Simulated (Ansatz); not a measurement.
Basis sets compared for Sn3Se2 (the lowest singlet isomer of a short search). Charge 0, multiplicity 1. Geometry PBE0-D4/def2-SVP. Ansatz on 4 threads of Arm Neoverse V2 on a shared host; times are rough, and most runs start from earlier orbitals.

```tsv
atom	x (Å)	y (Å)	z (Å)
Sn1	-0.468	1.978	-0.140
Sn2	1.082	-0.067	1.422
Sn3	-0.099	-1.943	-0.604
Se4	1.168	0.277	-1.412
Se5	-1.684	-0.245	0.734
```

In the def2 sets Sn takes a core potential; there is no spin–orbit coupling. The restricted singlet is unstable towards broken spin symmetry in Hartree–Fock (as tested in another run); at PBE-D4/def2-SVP, PBE-D4/def2-TZVP, PBE0-D4/def2-SVP, PBE0-D4/def2-TZVP this wasn't settled. The structure comes from a short search, and lower isomers may exist.

Binding counts from free atoms (Sn triplet, Se triplet) in the same basis, without a counterpoise term.

```csv
level,functions,energy (Eh),HOMO (eV),LUMO (eV),binding per atom (eV),wall time
PBE-D4/def2-SVP,142,-5444.9474,-4.99,-2.97,3.02,1.8 s
PBE0-D4/def2-SVP,142,-5445.1093,-5.75,-2.48,2.85,3.7 s
```

Task: Estimate the rows for PBE-D4/def2-TZVP (with forces), PBE0-D4/def2-TZVP.

Result: 
| level | functions | energy (Eh) | HOMO (eV) | LUMO (eV) | binding per atom (eV) | wall time |
| --- | --- | --- | --- | --- | --- | --- |
| PBE-D4/def2-TZVP (with forces) | 246 | -5445.5554 | -5.00 | -3.01 | 3.03 | 4.5 s |
| PBE0-D4/def2-TZVP | 246 | -5445.7161 | -5.72 | -2.50 | 2.88 | 11 s |
